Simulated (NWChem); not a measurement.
A series in which one site is exchanged, each optimised at PBE0/def2-SVP with NWChem, gas phase unless a solvent is named. This build's default masses of Se (78.918 u) and Br (79.917 u) are each other's, which moves their modes by up to 0.6 %.

A: CC=C=CF (C4H5F; site = F)
B: CC=C=CBr (C₄H₅Br; site = Br)
C: CC=C=C (C4H6; site = H)
D: C(Cl)=C=CC (C4H5Cl; site = Cl)

| quantity | A | B | C | D |
|---|---|---|---|---|
| dipole (D), PBE0/def2-SVP | (withheld) | 2.14 | 0.44 | 2.09 |
| static polarisability, PBE0/def2-SVPD (bohr³) | (withheld) | 77.9 | 53.5 | 69.2 |
| lowest singlet excitation, PBE0/def2-SVPD, TDA (eV) | (withheld) | 4.67 | 5.66 | 4.99 |
| SMD solvation free energy in n-hexane, PBE0/def2-SVP (kcal/mol) | (withheld) | -4.8 | -2.9 | -4.0 |

**Question.** Complete the blanks.

**Answer.** 
- dipole (D), PBE0/def2-SVP, A: 2.02
- static polarisability, PBE0/def2-SVPD (bohr³), A: 54.1
- lowest singlet excitation, PBE0/def2-SVPD, TDA (eV), A: 5.09
- SMD solvation free energy in n-hexane, PBE0/def2-SVP (kcal/mol), A: -2.8
